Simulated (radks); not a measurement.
The numbers below are computed, except where a source is named.
Ir IV, configuration [Xe] 4f14 5d6.

Level of theory: Dirac Kohn-Sham, exchange-only PBE, spin-unpolarised, spherical densities, point nucleus; open shells are shared between the two j in proportion to 2j + 1 (a radial shooting solver on a logarithmic mesh with Libxc functionals).

Energy parts (hartree):
part                   energy
total             -17851.3663
kinetic            20355.3072
electron-nucleus  -44734.1459
Hartree             6870.8553
exchange            -343.3829

Orbitals (lengths in bohr, moments of r in powers of bohr):
\begin{tabular}{lrrrr}
orbital & occ. & eigenvalue (hartree) & <r^4> & small-component weight \\ \hline
1s1/2 & 2 & -2794.915 & 4.807e-07 & 8.51e-02 \\
2s1/2 & 2 & -489.4789 & 0.00007078 & 1.94e-02 \\
2p1/2 & 2 & -468.8744 & 0.00004232 & 1.95e-02 \\
2p3/2 & 4 & -409.0493 & 0.00006393 & 1.74e-02 \\
3s1/2 & 2 & -115.3262 & 0.002590 & 6.44e-03 \\
3p1/2 & 2 & -106.1094 & 0.002270 & 6.39e-03 \\
3p3/2 & 4 & -93.01026 & 0.003079 & 5.79e-03 \\
3d3/2 & 4 & -77.64725 & 0.002061 & 5.68e-03 \\
3d5/2 & 6 & -74.81676 & 0.002260 & 5.52e-03 \\
4s1/2 & 2 & -25.47502 & 0.05933 & 2.16e-03 \\
4p1/2 & 2 & -21.58874 & 0.06397 & 2.07e-03 \\
4p3/2 & 4 & -18.48977 & 0.08639 & 1.84e-03 \\
4d3/2 & 4 & -12.12679 & 0.1063 & 1.64e-03 \\
4d5/2 & 6 & -11.55166 & 0.1167 & 1.58e-03 \\
5s1/2 & 2 & -4.70409 & 1.664 & 5.22e-04 \\
5p1/2 & 2 & -3.47985 & 2.415 & 4.43e-04 \\
4f5/2 & 6 & -3.45857 & 0.2549 & 1.19e-03 \\
4f7/2 & 8 & -3.34387 & 0.2710 & 1.17e-03 \\
5p3/2 & 4 & -2.97398 & 3.424 & 3.78e-04 \\
5d3/2 & 2.4 & -1.34338 & 12.56 & 2.15e-04 \\
5d5/2 & 3.6 & -1.29069 & 14.17 & 2.02e-04 \\
6s1/2 & 0 & -1.13048 & 62.34 & 9.27e-05 \\
6p1/2 & 0 & -0.86519 & 113.3 & 6.91e-05 \\
6p3/2 & 0 & -0.80022 & 147.7 & 6.16e-05 \\
\end{tabular}

The highest occupied level is 5d5/2 at -35.121 eV. The density falls to 0.001 e/bohr^3 at r = 3.41 bohr. Summed over all electrons, <r^2> = 37.72 bohr^2, which gives a Langevin (diamagnetic) susceptibility term of -29.9 x 10^-6 cm^3/mol.
